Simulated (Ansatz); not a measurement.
Cost and result for the atomization energy of CH6GaN, SMILES `N[CH2][GaH2]` (9 atoms, 8 bonds).

Cartesian coordinates in Å:
```
N -0.1458 -1.3000 -0.6011
C -0.4285 0.1222 -0.4629
Ga 0.7833 1.0111 0.8221
H -0.1176 -1.7636 0.2970
H -0.8494 -1.7687 -1.1587
H -0.2784 0.6165 -1.4297
H -1.4651 0.3660 -0.1691
H 1.5825 0.1386 1.8617
H 0.9190 2.5779 0.8408
```

Total charge 0; spin multiplicity 1. Correlated methods include outer-core shells of Ga, which these sets cover unevenly. Scalar relativity is left out up to krypton. The geometry is a stationary point of PBE0-D4/def2-TZVP. It is one conformer, not always the lowest. Program: Ansatz. All runs use 2 threads of an Intel Xeon 6975P-C on a shared host. Times are those of one run each, without the atoms' runs, and a repeat can differ threefold. Electronic energies, without spin–orbit coupling; frozen cores. CCSD(T)/CBS adds CCSD(T) − MP2 in def2-TZVPP to the MP2 limit, and its time is that of the two runs behind it. T1 = 0.011. With those shells the extrapolation isn't a true limit.

CCSD(T)/CBS is a level of theory with its own doubt, some kJ/mol a heavy atom from the limit and from the frozen cores, so smaller differences don't rank the functionals.

| level | functions | wall time |
| --- | --- | --- |
| PBE-D4/def2-TZVPP (with forces) | 194 | 1.4 s |
| PBE0-D4/def2-TZVPP | 194 | 1.6 s |
| BHLYP-D4/def2-TZVPP | 194 | 1.6 s |
| CAM-B3LYP-D4/def2-TZVPP | 194 | 1.9 s |
| CCSD(T)/def2-SVP | 90 | 2.2 s |
| r2SCANh-D4/def2-TZVPP | 194 | 2.4 s |
| r2SCAN-D4/def2-TZVPP (with forces) | 194 | 2.5 s |
| PBE-QIDH/def2-TZVPP | 194 | 2.9 s |
| ωB97X-V/def2-TZVPP | 194 | 4.3 s |
| B97M-V/def2-TZVPP | 194 | 4.4 s |
| MP2/def2-QZVPP | 383 | 13 s |
| CCSD(T)/def2-TZVPP | 194 | 22 s |
| CCSD(T)/CBS(def2) | – | 34 s |

What atomization energy does each give, and how far from CCSD(T)/CBS? (Best estimate.)

The calculation gave: 
| level | atomization (kcal/mol) | difference from CCSD(T)/CBS | per bond |
| --- | --- | --- | --- |
| PBE-D4/def2-TZVPP (with forces) | 669.0 | 5.4 | 0.7 |
| PBE0-D4/def2-TZVPP | 659.8 | -3.8 | -0.5 |
| BHLYP-D4/def2-TZVPP | 644.8 | -18.8 | -2.3 |
| CAM-B3LYP-D4/def2-TZVPP | 665.9 | 2.3 | 0.3 |
| CCSD(T)/def2-SVP | 622.7 | -40.9 | -5.1 |
| r2SCANh-D4/def2-TZVPP | 656.7 | -6.9 | -0.9 |
| r2SCAN-D4/def2-TZVPP (with forces) | 660.0 | -3.6 | -0.4 |
| PBE-QIDH/def2-TZVPP | 655.9 | -7.7 | -1.0 |
| ωB97X-V/def2-TZVPP | 665.6 | 2.0 | 0.3 |
| B97M-V/def2-TZVPP | 663.4 | -0.2 | 0.0 |
| MP2/def2-QZVPP | 658.6 | -5.0 | -0.6 |
| CCSD(T)/def2-TZVPP | 647.5 | -16.1 | -2.0 |
| CCSD(T)/CBS(def2) | 663.6 | 0.0 | 0.0 |

In def2-TZVPP, CCSD(T) changes the Hartree–Fock value by +181.4 kcal/mol (the triples alone add +8.2 kcal/mol) and MP2 by +182.9 kcal/mol; breaking electron pairs costs correlation energy, which Hartree–Fock lacks. At CCSD(T), def2-SVP lies −40.9 kcal/mol from the extrapolated value and def2-TZVPP −16.1 kcal/mol: correlation converges slowly with the basis, and small sets miss more of it in the bonded molecule than in its fragments. Leaving LDA and LC-ωPBE aside and taking each functional with its dispersion term where it has one, the values spread over 24.2 kcal/mol, from BHLYP-D4 to PBE-D4. LDA lies +89.1 kcal/mol from PBE without D4, its usual overbinding.
